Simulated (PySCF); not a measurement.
Si(F)(Cl)(Me)(OH) (CH4ClFOSi), SMILES [Si](O)(F)(C)Cl.

The structure is a stationary point at PBE0-D3(BJ)/def2-SVP. Other conformers were not sampled.

Level of theory: TDA-PBE/def2-SVPD (PySCF 2.14.0).

Vertical excitations. 

Computed UV-visible absorptions:
```csv
state,energy (eV),λ (nm),f,main pairs
S1,7.19,172,0.022,HOMO→LUMO 96 %
S2,7.33,169,0.058,HOMO−1→LUMO 97 %
S3,7.91,157,0.040,HOMO−2→LUMO 88 %
S4,8.09,153,0.024,"HOMO−3→LUMO 53 %, HOMO→LUMO+1 30 %, HOMO−1→LUMO+1 11 %"
S5,8.12,153,0.030,"HOMO→LUMO+1 52 %, HOMO−3→LUMO 36 %"
S6,8.27,150,0.050,HOMO−1→LUMO+1 80 %
S7,8.48,146,0.014,"HOMO→LUMO+2 81 %, HOMO→LUMO+3 12 %"
S8,8.62,144,0.009,"HOMO−4→LUMO 40 %, HOMO−1→LUMO+2 29 %, HOMO→LUMO+3 24 %"
S9,8.64,143,0.034,"HOMO−1→LUMO+2 62 %, HOMO−4→LUMO 20 %, HOMO→LUMO+3 11 %"
S10,8.70,143,0.029,"HOMO→LUMO+3 40 %, HOMO−4→LUMO 37 %, HOMO−1→LUMO+3 10 %, HOMO→LUMO+2 8 %"
T1,7.00,177,0,HOMO→LUMO 99 %
T2,7.17,173,0,HOMO−1→LUMO 99 %
T3,7.68,161,0,HOMO−2→LUMO 89 %
T4,7.85,158,0,"HOMO→LUMO+1 48 %, HOMO−3→LUMO 39 %, HOMO−2→LUMO 9 %"
```
Triplets are in the Tamm–Dancoff approximation.
